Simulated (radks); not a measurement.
Problem. The table gives one normalised radial function P(r) = r R(r) of Sb2+ in [Kr] 4d10 5s2 6p1 (r in bohr). All-electron calculation, scalar-relativistic Kohn-Sham, exchange-only r2SCAN, spin-unpolarised, spherical densities, finite nucleus; meta-GGA in the generalised Kohn-Sham scheme; Fermi nuclear charge, rms radius 4.6802 fm. Program: a radial shooting solver on a logarithmic mesh with Libxc functionals.

| r | P |
|---|---|
| 0.004654 | 0.0159 |
| 0.006358 | 0.0272 |
| 0.008616 | 0.0456 |
| 0.01177 | 0.0761 |
| 0.01608 | 0.1235 |
| 0.02197 | 0.1925 |
| 0.02978 | 0.2804 |
| 0.04068 | 0.3792 |
| 0.05557 | 0.4492 |
| 0.07592 | 0.4228 |
| 0.1029 | 0.2313 |
| 0.1406 | -0.1466 |
| 0.192 | -0.5556 |
| 0.2623 | -0.6702 |
| 0.3556 | -0.2521 |
| 0.4857 | 0.5597 |
| 0.6636 | 1.1782 |
| 0.9066 | 1.1536 |
| 1.239 | 0.6821 |
| 1.679 | 0.2552 |
| 2.293 | 0.0543 |
| 3.133 | 0.0058 |
| 4.28 | 0.0002 |
| 5.8 | 0.0000 |
| 7.924 | 0.0000 |
| 10.83 | 0.0000 |
| 14.79 | 0.0000 |

Which n and l does it have? It may be an empty orbital.

Solution. n = 4, l = 1: the number of nodes gives n - l - 1 = 2, the rise at small r (about r^(l+1), flatter next to the nucleus through relativity) gives l, and the extent must fit the shell. The curve is that of 4p. 4p: eigenvalue -127.59 eV, 2 radial nodes at r = 0.126, 0.395 bohr, <r> = 0.853 bohr, 90 % of the charge inside 1.25 bohr.
